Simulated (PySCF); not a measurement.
C3H8N (SMILES C[CH]NC), doublet, geometry from GFN2-xTB. Base run: BLYP/3-21G run with PySCF.

Here is a job for PySCF.
```python
from pyscf import gto, scf, dft

mol = gto.M(
    atom='''
C     1.34391694    0.82392157    0.32683444
C     0.80086105   -0.32621365   -0.44237051
N    -0.58284371   -0.48432599   -0.58069094
C    -1.45477487   -0.13634064    0.51433112
H     1.05167588    0.77492619    1.37762032
H     2.42975913    0.81028581    0.27590602
H     1.00118088    1.79291133   -0.06179496
H     1.35867908   -0.68462997   -1.29216344
H    -0.82451713   -1.36808934   -1.01081738
H    -1.27452048   -0.73379663    1.41904692
H    -2.48783733   -0.28398791    0.20137596
H    -1.31453271    0.91445877    0.76289297
''',
    basis='3-21g',
    spin=1,
    verbose=3,
)

mf = dft.UKS(mol)
mf.xc = 'blyp'
mf.kernel()
```

The base run was repeated with changes; each row names its change, and settings that it needs were set with it.

| change | E (Eh) | HOMO (eV) | dipole (D) | <S^2> | core-seconds (rough) | outcome |
|---|---|---|---|---|---|---|
| base | -172.76640 | -1.77 | 1.14 | 0.752 | 5 | converged |
| functional = wb97m_v | - | - | - | - | - | cut at the time limit |
| functional = pbe0; dispersion = d3bjm | -172.66543 | -3.42 | 1.04 | 0.753 | 6 | converged |
| functional = pw91,pw91 | -172.78386 | -2.00 | 1.12 | 0.752 | 6 | converged |
| functional = wb97x_v | -172.80916 | -5.74 | 1.06 | 0.753 | 200 | converged |
| functional = pw6b95 | -173.07563 | -3.45 | 1.08 | 0.753 | 8 | converged |
| functional = m06l | -172.85536 | -2.14 | 1.11 | 0.753 | 10 | converged |
| functional = tpssh | -172.88268 | -2.74 | 1.06 | 0.753 | 20 | converged |
| functional = wb97x | -172.82008 | -5.73 | 1.05 | 0.753 | 9 | converged |
| functional = r2scan | -172.75904 | -2.34 | 1.04 | 0.754 | 10 | converged |
| functional = bhandhlyp | -172.75334 | -4.76 | 0.97 | 0.754 | 6 | converged |
| functional = camb3lyp | -172.76514 | -4.74 | 1.04 | 0.753 | 9 | converged |
| functional = pbe; dispersion = d3zero | -172.63121 | -1.94 | 1.13 | 0.752 | 8 | converged |

Totals shift with the method and basis; they matter in differences.

Open shells are given as the SCF converged; they aren't shown to be the lowest states, and a large step between rows can be another state.
